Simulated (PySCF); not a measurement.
Isomers of C7H9N, mass 107.073 u with the commonest isotopes. Theory: PySCF, PBE0-D3(BJ)/def2-SVP geometry optimisation, gas phase. One conformer each, none proved a minimum here; rigid rotors.

**Question.** Order these by rotational constant C, largest first.
A. `[CH3:1][CH2:2][c:3]1[cH:4][cH:5][n:6][cH:7][cH:8]1` with C1–C2–C3–C4 89°
B. `Cc1ccccc1N`
C. `[CH2:1]=[CH:2]/[C:3]([CH3:4])=[CH:5]/[CH2:6][C:7]#[N:8]` with C1–C2–C3–C4 0°, C3–C5–C6–C7 -70°
D. `[CH2:1]=[C:2](/[CH:3]=[CH:4]\[C:5]#[N:6])[CH2:7][CH3:8]` with C1–C2–C3–C4 175°, C1–C2–C7–C8 101°
E. `CC(C)=C1C[C@@H]1C#N`

**Answer.** B (1321 MHz), A (1231 MHz), D (1153 MHz), E (1067 MHz), C (956.9 MHz).

**Question.** Order these by radius of gyration √(Σ m r²/M), smallest first.
A. `[CH2:1]=[C:2](/[CH:3]=[CH:4]\[C:5]#[N:6])[CH2:7][CH3:8]` with C1–C2–C3–C4 175°, C1–C2–C7–C8 101°
B. `Cc1ccccc1N`
C. `CC(C)=C1C[C@@H]1C#N`
D. `[CH2:1]=[CH:2]/[C:3]([CH3:4])=[CH:5]/[CH2:6][C:7]#[N:8]` with C1–C2–C3–C4 0°, C3–C5–C6–C7 -70°
E. `[CH3:1][CH2:2][c:3]1[cH:4][cH:5][n:6][cH:7][cH:8]1` with C1–C2–C3–C4 89°

**Answer.** B (1.895 Å), E (2.005 Å), A (2.070 Å), C (2.164 Å), D (2.290 Å).

**Question.** Order these by out-of-plane moment Σ m c² = (Ia + Ib − Ic)/2, smallest first.
A. `[CH2:1]=[C:2](/[CH:3]=[CH:4]\[C:5]#[N:6])[CH2:7][CH3:8]` with C1–C2–C3–C4 175°, C1–C2–C7–C8 101°
B. `[CH2:1]=[CH:2]/[C:3]([CH3:4])=[CH:5]/[CH2:6][C:7]#[N:8]` with C1–C2–C3–C4 0°, C3–C5–C6–C7 -70°
C. `[CH3:1][CH2:2][c:3]1[cH:4][cH:5][n:6][cH:7][cH:8]1` with C1–C2–C3–C4 89°
D. `CC(C)=C1C[C@@H]1C#N`
E. `Cc1ccccc1N`

**Answer.** E (1.78 u·Å²), C (20.18 u·Å²), A (20.73 u·Å²), D (27.99 u·Å²), B (33.54 u·Å²).

```tsv
SMILES	point group	Ia (u·Å²)	Ib (u·Å²)	Ic (u·Å²)	κ	μa (D)	μb (D)	μc (D)
C=C/C(C)=C/CC#N	C1	107.76	487.47	528.14	-0.96	2.36	1.98	1.98
C=C(/C=C\C#N)CC	C1	165.68	313.94	438.18	-0.52	3.32	1.86	0.71
CC(C)=C1C[C@@H]1C#N	C1	141.68	387.92	473.62	-0.81	3.80	1.75	1.48
Cc1ccccc1N	–	155.55	230.69	382.68	-0.10	1.59	0.77	0.88
CCc1ccncc1	Cs	106.24	344.50	410.38	-0.87	2.67	0.00	0.40
```
